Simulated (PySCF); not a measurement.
Molecule: CH$_{3}$I$_{3}$Sn, net charge 0, singlet state. 
Structure (B3LYP-D3(BJ)/def2-TZVP (Ansatz) minimum search):
```
Sn
C 1 2.1489
H 2 1.0874 1 108.04
H 2 1.0874 3 110.86 1 -118.21
H 2 1.0874 3 110.86 4 -123.57
I 1 2.7013 2 110.31 3 -60.00
I 1 2.7013 2 110.31 3 180.00
I 1 2.7013 2 110.31 3 60.00
```

Dispersion corrections to the total energy (kcal/mol) from the dftd3 and dftd4 libraries through PySCF: D3(BJ) without and D4 with the three-body term, each with the damping fitted for the functional named.

```
functional  D3(BJ)      D4
----------  ------  ------
HSE06        -7.96     ___
B2GP-PLYP      ___   -3.89
BLYP        -18.18  -16.45
LC-wPBE      -9.73   -9.59
revPBE      -15.74     ___
B3LYP       -15.57  -13.65
PW6B95       -7.41   -3.40
```

### Question
Complete the blanks.

### Answer

- HSE06, D4: -7.23
- B2GP-PLYP, D3(BJ): -14.40
- revPBE, D4: -15.87
